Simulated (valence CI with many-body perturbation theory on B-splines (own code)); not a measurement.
# Hf XLII: key properties

Method: configuration interaction combined with many-body perturbation theory (CI+MBPT): three valence electrons over a frozen Dirac-Fock core [Ar] 3d10, a basis of 11 s, 11 p, 10 d, 8 f, 5 g, 2 h functions for each j, with the one-electron correlation potential Σ1 (screened to all orders), the two-electron term Σ2, the three-electron term Σ3, Breit, model QED; selected single and double excitations, second order for the rest, scaled by the run's own slope (own B-spline code, finite nucleus).

The last digits are not significant, and no measured levels were compared; by estimate large intervals hold to a few tenths of a per cent, small ones and those within an open d or f shell to about a per cent.

Levels are named by their leading jj configuration (3d3/2^4 stands for four electrons in 3d with j = 3/2), which in mixed levels can hold well under half, so a name can repeat and another be missing.

Rates and lifetimes use the calculated energies. Strong lines usually hold to 10 to 20 %, long lifetimes can be off by a factor of two.

(1) What is the ground level?

(2) Among levels below 765.24 eV, which E1 lines absorb most strongly from the ground level?

(3) Where does the other parity begin?

(4) How well does LS coupling describe the low levels?

(5) What is the ionisation energy?

(6) Name the longest-lived excited levels whose lifetime is computed, and their main decay.

Answers

(1) (4s^2 4p1/2) J=1/2, composition 99 % 4s²4p ²P°, g = 0.660.

(2) to (4s^2 4d3/2) J=3/2 at 5.207 nm, f = 0.819; to (4s 4p1/2 4p3/2) J=3/2 at 6.759 nm, f = 0.394; to (4s 4p1/2 4p3/2) J=1/2 at 6.665 nm, f = 0.380.

(3) At (4s 4p1/2^2) J=1/2, 91.68 eV.

(4) Among the lowest 20 levels the leading LS term, summed over configurations, holds 66 % on average. For single configurations the figures are 63 % in LS and 90 % in jj coupling. Terms mix most in the J = 5/2 level at 335.84 eV, where the leading one holds 35 %.

(5) 2022.9 eV; NIST lists 2022 ± 4 eV (theoretical).

(6) (4s 4p3/2 4d5/2) J=9/2 at 411.09 eV lives 393 ns, mostly by M1 to (4s 4p1/2 4d5/2) J=7/2; (4s^2 4p3/2) J=3/2 at 84.79 eV lives 339 ns, mostly by M1 to (4s^2 4p1/2) J=1/2.
